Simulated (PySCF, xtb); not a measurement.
MoCl3, SMILES [Cl][Mo]([Cl])[Cl] (connectivity only; charge and spin as stated), neutral, multiplicity 4.

Harmonic wavenumbers (cm⁻¹) from GFN2-xTB in xtb 6.7.1 at its own minimum, in rising order: 93, 93, 103, 311, 368, 369.

What does B3LYP-D3(BJ)/def2-SVP (PySCF) give at its own minimum? (Estimate from the structure and the level; the computed values follow.)

69, 94, 94, 367, 432, 432. Paired by order, the mean absolute difference is 36 cm⁻¹ and the zero-point energies are 1.9 and 2.1 kcal/mol.
